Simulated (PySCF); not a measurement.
PySCF input file for Ga(H)(Me)(OH) (CH5GaO), SMILES [CH3][GaH][OH], C-PCM-PBE0/def2-SVP. Coordinates come from a PBE0-D3(BJ)/def2-SVP optimisation. Other conformers were not sampled.

```python
import numpy as np
from pyscf import gto, scf, dft
from pyscf.solvent import pcm

mol = gto.M(
    atom='''
    Ga   -0.33247308    0.06482238   -0.00000000
    H    -1.86395414    0.41985993   -0.00000000
    C     0.52526458   -1.68919105    0.00000000
    H     0.22610112   -2.26921552    0.88699755
    H     1.61879573   -1.57761834   -0.00000000
    H     0.22610113   -2.26921552   -0.88699755
    O     0.81738233    1.43898389    0.00000000
    H     0.40897557    2.30997096    0.00000000
    ''',
    basis='def2-SVP',
    charge=0,
    spin=0,
    max_memory=1600,
    verbose=3,
)
mf = dft.RKS(mol, xc='pbe0').density_fit(auxbasis='def2-universal-jkfit')
mf.grids.level = 3
mf.conv_tol = 1e-9
mf.max_cycle = 100
mf.kernel()
res = {}
for name, eps in {'water': 78.355, 'acetone': 20.493, 'ethanol': 24.852}.items():
    s = mf.PCM()
    s.with_solvent.method, s.with_solvent.eps, s.with_solvent.lebedev_order = 'C-PCM', eps, 29
    s.kernel(mf.make_rdm1())
    res[name] = (s.e_tot, eps, s.dip_moment(), s.mo_energy, s.converged)
    print(f'{name}: electrostatic solvation free energy {(s.e_tot - mf.e_tot) * 627.509474:.3f} kcal/mol')
```

Output:

```
converged SCF energy = -2040.49430115405

WARN: PCM is an experimental feature. It is still in testing.
Features and APIs may be changed in the future.

converged SCF energy = -2040.50290061889
Dipole moment(X, Y, Z, Debye): -1.37686, -0.25938,  0.00000
water: electrostatic solvation free energy -5.396 kcal/mol

WARN: PCM is an experimental feature. It is still in testing.
Features and APIs may be changed in the future.

converged SCF energy = -2040.5025553526
Dipole moment(X, Y, Z, Debye): -1.36331, -0.25675,  0.00000
acetone: electrostatic solvation free energy -5.180 kcal/mol

WARN: PCM is an experimental feature. It is still in testing.
Features and APIs may be changed in the future.

converged SCF energy = -2040.50263711585
Dipole moment(X, Y, Z, Debye): -1.36650, -0.25737,  0.00000
ethanol: electrostatic solvation free energy -5.231 kcal/mol
```

The calculation finished and met its thresholds.

Cost: around 70 core-seconds (rough).
